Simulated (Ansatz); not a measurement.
Geometry optimisation, RKS B3LYP-D4/STO-3G (Ansatz 0.2.0).

input.yaml

```yaml
crystal:
  periodic: [false, false, false]
  atoms:
    - { symbol: O, position_ang: [-2.0378, 0.9649, 0.8051] }
    - { symbol: C, position_ang: [-0.7819, 0.7359, 0.4868] }
    - { symbol: C, position_ang: [-0.4396, -0.3749, -0.1647] }
    - { symbol: F, position_ang: [-1.2932, -1.2541, -0.5077] }
    - { symbol: Si, position_ang: [1.3225, -0.8118, -0.6095] }
    - { symbol: H, position_ang: [-2.1297, 1.8818, 1.2522] }
    - { symbol: H, position_ang: [-0.0696, 1.5167, 0.8194] }
    - { symbol: H, position_ang: [1.5195, -0.9266, -2.0694] }
    - { symbol: H, position_ang: [1.7473, -2.0546, 0.102] }
    - { symbol: H, position_ang: [2.2455, 0.2714, -0.1113] }
basis:
  gaussian: { orbitals: STO-3G }
hamiltonian:
  xc: b3lyp
  dispersion: d4
relax:
  f_tol: 0.02
  max_steps: 40
```

Run as:

```bash
$ ansatz run input.yaml --threads 1 --pin off --max-ram 2048MiB --backend cpu --events-out ev --progress --plain --runs-dir out
```

Q: Where does it end, and by what steps?

A: It converged. Limits of this set-up: minimal basis. After 5 steps the energy has fallen by 0.911 eV; F4 moved furthest, 0.12 Å.

```json
{"step": "0", "energy less start (eV)": "0.0000", "largest force component (eV/Å)": "6.327", "accepted": "yes"}
{"step": "1", "energy less start (eV)": "-0.8293", "largest force component (eV/Å)": "1.808", "accepted": "yes"}
{"step": "2", "energy less start (eV)": "-0.9062", "largest force component (eV/Å)": "0.339", "accepted": "yes"}
{"step": "3", "energy less start (eV)": "-0.9106", "largest force component (eV/Å)": "0.081", "accepted": "yes"}
{"step": "4", "energy less start (eV)": "-0.9113", "largest force component (eV/Å)": "0.022", "accepted": "yes"}
{"step": "5", "energy less start (eV)": "-0.9114", "largest force component (eV/Å)": "0.003", "accepted": "yes"}
```

```xyz
10
Properties=species:S:1:pos:R:3
O -2.139 1.015 0.804
C -0.779 0.731 0.489
C -0.417 -0.409 -0.165
F -1.392 -1.321 -0.537
Si 1.373 -0.793 -0.585
H -2.076 1.921 1.280
H -0.015 1.466 0.791
H 1.541 -0.933 -2.013
H 1.791 -2.024 0.048
H 2.195 0.294 -0.109
```

Whether the end is a true minimum wasn't checked by a vibrational analysis.

Run time: 13 s on 1 thread of Arm Neoverse V2 (shared host), peak memory 0.14 GiB.
